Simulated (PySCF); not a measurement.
## Computed structure and properties of [Ce(SH)4]−

System: [Ce(SH)4]− (singlet in the valence; each metal's 4f electrons, 1 of them, lie in its core potential, out of spins and levels); start: template (S4). Method: PySCF 2.14.0, RKS PBE0, Ce lcecp-1-SVP with ECP47, S def2-SVP, H def2-SVP; non-relativistic Hamiltonian with scalar-relativistic core potentials where named; density fitting; no spin-orbit coupling.

Input of the relaxation:

```python
mol = gto.M(atom='''
Ce    -0.00000    -0.00000    -0.00000
S      1.61670     1.61670     1.61670
H      2.72640     0.88790     1.80720
S     -1.61670    -1.61670     1.61670
H     -2.72640    -0.88790     1.80720
S      1.61670    -1.61670    -1.61670
H      0.88790    -2.72640    -1.80720
S     -1.61670     1.61670    -1.61670
H     -0.88790     2.72640    -1.80720''',
    basis={'Ce': 'lcecp-1-SVP', 'S': 'def2-SVP', 'H': 'def2-SVP'},
    ecp={'Ce': 'lcecp-1-SVP'},
    charge=-1, spin=0)
mf = dft.RKS(mol, xc='PBE0')
mf.grids.atom_grid = (50, 194)  # f atoms: unpruned, at least (60, 302)
mf = mf.density_fit()  # fitting sets: Ce AutoAux, S def2-universal-JKFIT, H def2-universal-JKFIT
mf.conv_tol = 1e-08; mf.max_cycle = 55
mf.kernel(dm0)  # dm0: converged density of the start geometry
# quasi-Newton relaxation in Cartesian coordinates to a largest gradient under 0.00045 Eh/bohr, steps kept in the point group
```

Run from Python with OMP_NUM_THREADS=2; the lines above give its settings. Where DIIS fails, smearing, a level shift and second-order steps follow.
It took 4.4 min on 2 threads of Arm Neoverse V1, on a shared host, from the converged density of the start.

Course of the relaxation:

| step | energy above end (eV) | largest force component within the symmetry (eV/Å) |
| --- | --- | --- |
| 0 | 0.1946 | 0.309 |
| 1 | 0.1641 | 0.094 |
| 2 | 0.1236 | 0.349 |
| 3 | 0.1007 | 0.341 |
| 4 | 0.0695 | 0.167 |
| 5 | 0.0585 | 0.076 |
| 6 | 0.0553 | 0.023 |
| 7 | 0.0542 | 0.016 |
| 25 | 0.0025 | 0.057 |
| 26 | 0.0019 | 0.080 |
| 27 | 0.0009 | 0.052 |
| 28 | 0.0002 | 0.032 |
| 29 | 0.0000 | 0.018 |
| 30 | 0.0000 | 0.015 |
(The steps between are left out.)

Relaxed geometry (S4):

```xyz
9

Ce    0.0000    0.0000    0.0002
S     1.7467    1.4786    1.5672
H     2.7778    1.0698    0.7884
S    -1.7467   -1.4786    1.5672
H    -2.7778   -1.0698    0.7884
S     1.4785   -1.7466   -1.5669
H     1.0692   -2.7775   -0.7889
S    -1.4785    1.7466   -1.5669
H    -1.0692    2.7775   -0.7889
```

```csv
contact,Å
Ce1–S2 (SH),2.774
Ce1–S4 (SH),2.774
Ce1–S6 (SH),2.774
Ce1–S8 (SH),2.774
```

On the finer grid (75, 302):

```json
{
 "HOMO": "-3.10 eV",
 "LUMO": "2.71 eV",
 "Dipole about the centre of mass": "0.00 D",
 "Set of Mulliken populations of Ce1 outside the core potential": "s 2.32, p 6.44, d 1.54, f 0.04",
 "D3(BJ) dispersion energy (not in the energies)": "-0.283 eV"
}
```

```
atom  Mulliken (e)  Löwdin (e)  spin (e)
 Ce1          0.65       -0.37      0.00
  S2         -0.49       -0.16      0.00
  H3          0.08        0.00      0.00
  S4         -0.49       -0.16      0.00
  H5          0.08        0.00      0.00
  S6         -0.49       -0.16      0.00
  H7          0.08        0.00      0.00
  S8         -0.49       -0.16      0.00
  H9          0.08        0.00      0.00
```

The 4f levels lie in the core potential and are missing. Their spin isn't counted.

On the grid (50, 194), as all that follows. Harmonic modes: a minimum within the noise of the softest modes; lowest 35 cm⁻¹ (negative: unstable), highest 2686 cm⁻¹, zero-point energy 0.880 eV.

Taking off one SH (charge -1, singlet; the rest: singlet) in vacuum, both parts rigid, costs 4.48 eV; the small basis without counterpoise inflates it.

Rigid scan of SH along the line from its metal:

```csv
distance to S2 (Å),energy (eV)
2.47,0.448
2.57,0.176
2.67,0.039
2.77,0.000
2.87,0.031
2.97,0.112
3.17,0.361
3.47,0.822
3.87,1.423
4.37,2.043
```

One start shape was tried, so this needn't be the lowest isomer.

An lcecp potential fixes the number of 4f electrons, so in runs with it no electron can move into or out of that shell.
